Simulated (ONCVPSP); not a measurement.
# P (Z = 15) ONCV: all-electron and pseudo phase curves

phosphorus (P), optimised norm-conserving Vanderbilt (ONCV), made with ONCVPSP 4.0.1 (PBEsol, fully relativistic). Core [Ne], reference 3s2 3p2.5 (charge +0.5). Waves: 3s: rc 1.20 bohr, ncon 3, nbas 7, qcut 4.9 1/bohr, 2 projectors, debl 3.4 Ha; 3p: rc 1.85 bohr, ncon 4, nbas 7, qcut 3.7 1/bohr, 2 projectors, debl 0.5 Ha; d scattering state at 0.32 Ha: rc 1.55 bohr, ncon 4, nbas 8, qcut 5.7 1/bohr, 3 projectors, debl 0.9 Ha. Local part: polynomial inside 0.90 bohr (lpopt 5, dvloc0 4 Ha). Core correction: none.

Open shells are filled in proportion to 2j + 1.

The phase is arctan(r·R′/R) of the radial function R(r), unwrapped; energies in Ha, scanned from -2 to 5 Ha. A pole is an energy at which the radial function vanishes at the test radius. The pseudo phase is shifted by a multiple of π to meet the all-electron one at the reference energy, and phase errors are pseudo minus all-electron; the curves can meet again beyond the range given. Levels narrower than the energy grid can be missing from the lists of poles.

| channel | radius (bohr) | reference energy (Ha) | poles, all-electron | poles, pseudo | unbroken range about the reference energy with phases within 0.05 rad | phase error 1 Ha above the reference energy (rad) |
| --- | --- | --- | --- | --- | --- | --- |
| s | 1.22 | -0.68 | none | none | the whole range | -0.000 |
| p3/2 | 1.88 | -0.35 | 1.26 | 1.26 | below 3.0 | -0.000 |
| p1/2 | 1.88 | -0.36 | 1.25 | 1.25 | below 3.0 | -0.000 |
| d5/2 | 1.57 | 0.32 | 2.62 | 2.62 | the whole range | +0.000 |
| d3/2 | 1.57 | 0.32 | 2.62 | 2.62 | the whole range | +0.000 |

Note: ghosts flagged at negative energy: s at -173.8 eV, d5/2 at -105.4 eV, d3/2 at -250.8 eV; no localised positive-energy state flagged. A true bound ghost makes a file unfit for plane-wave use.

Phases in the p3/2 channel:

```
E (Ha)  all-electron  pseudo
 -1.98         1.072   1.071
 -1.80         1.016   1.015
 -1.62         0.941   0.941
 -1.44         0.840   0.839
 -1.26         0.696   0.696
 -1.08         0.488   0.487
 -0.90         0.191   0.190
 -0.72        -0.183  -0.183
 -0.54        -0.551  -0.551
 -0.36        -0.839  -0.839
 -0.18        -1.040  -1.040
  0.00        -1.180  -1.180
  0.18        -1.280  -1.280
  0.36        -1.356  -1.356
  0.54        -1.415  -1.415
  0.72        -1.462  -1.463
  0.90        -1.503  -1.503
  1.08        -1.538  -1.539
  1.26        -1.571  -1.571
  1.44        -1.601  -1.601
  1.62        -1.630  -1.631
  1.80        -1.659  -1.661
  1.98        -1.689  -1.692
  2.16        -1.721  -1.726
  2.34        -1.757  -1.766
  2.52        -1.799  -1.812
  2.70        -1.849  -1.872
  2.88        -1.914  -1.952
  3.06        -2.000  -2.069
  3.24        -2.124  -2.256
  3.42        -2.314  -2.579
  3.60        -2.618  -3.097
  3.78        -3.062  -3.645
  3.96        -3.535  -4.004
  4.14        -3.882  -4.211
  4.32        -4.101  -4.337
  4.50        -4.239  -4.420
  4.68        -4.333  -4.480
  4.86        -4.400  -4.525
```
